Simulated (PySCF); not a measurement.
C4H4O. Atoms are numbered in the order given.

```xyz
9

C      0.0000     0.7183    -0.9608
C      0.0000    -0.7183    -0.9608
C      0.0000    -1.0940     0.3523
O      0.0000     0.0000     1.1555
C      0.0000     1.0940     0.3523
H      0.0000     1.3793    -1.8248
H      0.0000    -1.3793    -1.8248
H      0.0000    -2.0576     0.8545
H      0.0000     2.0576     0.8545
```

Coordinates come from a B3LYP-D3(BJ)/def2-SVP optimisation.

Level of theory: PBE0/pcSseg-1 (PySCF).

GIAO shieldings, no solvent; atoms alike by connectivity are averaged. δ = σ(ref) − σ: ¹³C against TMS (σ = 186.3 ppm); ¹⁷O against H2O (σ = 334.2 ppm); ¹H against TMS (σ = 31.56 ppm), references at their B3LYP-D3(BJ)/def2-TZVP geometries, non-relativistic.

Question: Estimate the chemical shifts. (An estimate is asked for; the answer gives what the named calculation found.)

Answer: 
```json
[
 {"nucleus": "¹³C", "atoms": "C3, C5", "count": "2", "δ (ppm)": "149.9"},
 {"nucleus": "¹³C", "atoms": "C1, C2", "count": "2", "δ (ppm)": "118.3"},
 {"nucleus": "¹⁷O", "atoms": "O4", "count": "1", "δ (ppm)": "311.9"},
 {"nucleus": "¹H", "atoms": "H8, H9", "count": "2", "δ (ppm)": "7.80"},
 {"nucleus": "¹H", "atoms": "H6, H7", "count": "2", "δ (ppm)": "6.88"}
]
```
